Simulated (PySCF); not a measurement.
Predicted microwave data (PBE0/pcSseg-1 in PySCF (dipole) on a GFN2-xTB geometry, gas phase) for one isomer of C4H13FN2Si2:

* Rotational constants: A = 1145, B = 1027, C = 608.1 MHz
* Dipole components: |μa| = 1.37 D, |μb| = 2.48 D, |μc| = 1.07 D
* Inertial defect: -102.53 u·Å²
* κ: 0.56

**Question.** Which candidate fits, each taken in the one conformer that was computed?
A. `[F:1][C@@H:2]1[CH2:3][N:4]([SiH3:5])[CH2:6][C@H:7]1[NH:8][SiH3:9]` with C6–C7–N8–Si9 -158°, F1–C2–C3–N4 -102°, C2–C3–N4–Si5 162°, C3–N4–C6–C7 40°, N4–C6–C7–N8 -152°
B. `[CH3:1][NH:2][Si@H:3]([NH:4][SiH3:5])[C:6]1([F:7])[CH2:8][CH2:9]1` with C1–N2–Si3–N4 -61°, N2–Si3–N4–Si5 -170°, N2–Si3–C6–F7 -179°
C. `[CH3:1][C@:2]1([SiH2:3][CH2:4][F:5])[CH2:6][NH:7][SiH2:8][NH:9]1` with C1–C2–Si3–C4 76°, C2–Si3–C4–F5 -46°, C1–C2–C6–N7 -81°, C2–C6–N7–Si8 -31°, C6–N7–Si8–N9 12°, N7–Si8–N9–C2 12°
D. `[CH3:1][C@@H:2]1[NH:3][SiH2:4][N:5]([CH3:6])[SiH2:7][C@H:8]1[F:9]` with C1–C2–N3–Si4 168°, C2–N3–Si4–N5 31°, N3–Si4–N5–C6 -179°, Si4–N5–Si7–C8 -7°
E. `[CH2:1]=[CH:2][N:3]([CH2:4][CH3:5])[Si@@:6]([NH2:7])([F:8])[SiH3:9]` with C1–C2–N3–C4 3°, C2–N3–C4–C5 -84°, C2–N3–Si6–N7 54°, N3–Si6–N7–H 40° and -171°
F. `[NH2:1][Si@@H:2]([SiH3:3])[N:4]1[CH2:5][CH2:6][C@@H:7]([F:8])[CH2:9]1` with H–N1–Si2–Si3 51° and -172°, N1–Si2–N4–C5 162°, Si2–N4–C5–C6 -166°, N4–C5–C6–C7 -35°, C5–C6–C7–F8 -104°, C6–C7–C9–N4 10°

**Answer.** B. It is CN[Si@H](N[SiH3])C1(F)CC1, an asymmetric top, point group C1. The candidates at the same level (rigid rotor, commonest isotopes):

```json
{"SMILES": "C[C@]1([SiH2]CF)CN[SiH2]N1", "A (MHz)": "2049", "B (MHz)": "730.7", "C (MHz)": "668.5", "μa (D)": "0.44", "μb (D)": "0.98", "μc (D)": "0.97", "Δ (u·Å²)": "-182.28", "point group": "C1", "rotor": "near-prolate asymmetric top"}
{"SMILES": "CN[Si@H](N[SiH3])C1(F)CC1", "A (MHz)": "1145", "B (MHz)": "1027", "C (MHz)": "608.1", "μa (D)": "1.37", "μb (D)": "2.48", "μc (D)": "1.07", "Δ (u·Å²)": "-102.53", "point group": "C1", "rotor": "asymmetric top"}
{"SMILES": "C=CN(CC)[Si@@](N)(F)[SiH3]", "A (MHz)": "1526", "B (MHz)": "798.4", "C (MHz)": "682.8", "μa (D)": "0.33", "μb (D)": "0.16", "μc (D)": "1.22", "Δ (u·Å²)": "-223.95", "point group": "C1", "rotor": "asymmetric top"}
{"SMILES": "C[C@@H]1N[SiH2]N(C)[SiH2][C@H]1F", "A (MHz)": "1705", "B (MHz)": "970.7", "C (MHz)": "653.3", "μa (D)": "1.09", "μb (D)": "0.94", "μc (D)": "0.98", "Δ (u·Å²)": "-43.45", "point group": "C1", "rotor": "asymmetric top"}
{"SMILES": "F[C@@H]1CN([SiH3])C[C@H]1N[SiH3]", "A (MHz)": "2443", "B (MHz)": "566.6", "C (MHz)": "492.0", "μa (D)": "0.24", "μb (D)": "0.94", "μc (D)": "1.67", "Δ (u·Å²)": "-71.68", "point group": "C1", "rotor": "near-prolate asymmetric top"}
{"SMILES": "N[Si@@H]([SiH3])N1CC[C@@H](F)C1", "A (MHz)": "1976", "B (MHz)": "603.8", "C (MHz)": "574.3", "μa (D)": "0.61", "μb (D)": "2.46", "μc (D)": "0.39", "Δ (u·Å²)": "-212.75", "point group": "C1", "rotor": "near-prolate asymmetric top"}
```

`N[Si@@H]([SiH3])N1CC[C@@H](F)C1` has A 73 % too high; `C[C@]1([SiH2]CF)CN[SiH2]N1` has A 79 % too high; `C[C@@H]1N[SiH2]N(C)[SiH2][C@H]1F` has A 49 % too high; `C=CN(CC)[Si@@](N)(F)[SiH3]` has A 33 % too high; `F[C@@H]1CN([SiH3])C[C@H]1N[SiH3]` has A 113 % too high. No structure here is proved a minimum.
